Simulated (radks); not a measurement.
The numbers below are computed, except where a source is named.
All-electron atom: F+ in [He] 2p4 3s2 (not the ground configuration). Level of theory: scalar-relativistic Kohn-Sham, BP86, spin-unpolarised, spherical densities, finite nucleus; Fermi nuclear charge, rms radius 2.8976 fm (a radial shooting solver on a logarithmic mesh with Libxc functionals). Some entries of the table are withheld. Estimate them.

| orbital | occ. | eigenvalue (hartree) | <r^2> (bohr^2) | r(max) (bohr) |
|---|---|---|---|---|
| 1s | 2 | (1) | 0.04178 | 0.1142 |
| 2p | 4 | (2) | 0.9118 | 0.6344 |
| 3s | 2 | -0.45087 | 9.613 | 2.546 |

Answer. 
(1) 1s eigenvalue (hartree): -26.33679
(2) 2p eigenvalue (hartree): -1.85173
